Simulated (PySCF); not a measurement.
Si(H)(Et)(OH)(OMe), SMILES CC[SiH](O)OC, GFN2-xTB optimised geometry. Atoms within 1.6 Å of the plane z = 0.8 Å (x, y, z in Å): Si1 (0.12, -0.64, 0.00), O2 (1.74, -0.64, 0.00), C3 (-0.43, -1.60, 1.55), C4 (-1.91, -1.97, 1.56), O5 (-0.27, 0.94, 0.00), C6 (-1.54, 1.52, 0.06), H8 (2.21, 0.08, -0.41), H9 (0.16, -2.51, 1.64), H11 (-2.15, -2.59, 0.71), H13 (-2.53, -1.07, 1.52), H14 (-2.21, 1.08, -0.68), H15 (-1.97, 1.40, 1.05), H16 (-1.42, 2.59, -0.16).

Computed with PBE0/def2-TZVP run with PySCF.

Map of the electrostatic potential (hartree/e), clipped to [-0.08, 0.12] on the plane z = 0.8 Å:

```
|-----------------------------|
|-----------------------------|
|--------===------------------|
|------======-----------------|
|----========-----------------|
|---==========----------------|
|--=======++==--:::-----------|
|--======+**+=-:::::----------|
|--====+*@@@@*-:..::----------|
|-=====+@@@@@%=:...::---------|
|-=====*@@@@@@*-. .::---------|
|-=====+@@@@@@@#:.::----------|
|-======*%@@%%@%+=-::---------|
|--=====++**#%@@@%+-::--------|
|--=====+++*#@@@@@%=-::::-----|
|---===++++*@@@@@@@#*-..:::---|
|---==+*#**#@@@@@@@@%=. .:::--|
|----=+#%%##@@@@@@@*=.  .:::--|
|-----=*%@@@@@@@@@#=.   ..:::-|
|-----=+@@@@@@@@@#+-.   .::::-|
|-----=*@@@@@@@@#+=:.....::::-|
|-----=%@@@@**##*+--::.:::::--|
|-----=#@@@#+=+++=--::::::::--|
|-----=+%@%+======---::::::---|
|------==+==---==-----::::----|
|-----------------------------|
|-----------------------------|
|-----------------------------|
|-----------------------------|
```
Scale: ten equal steps from -0.068 (start of ' ') to 0.120 (end of '@'), in the order ' .:-=+*#%@'; x runs from -5.00 to 5.00, y from -5.00 (bottom) to 5.00 (top).
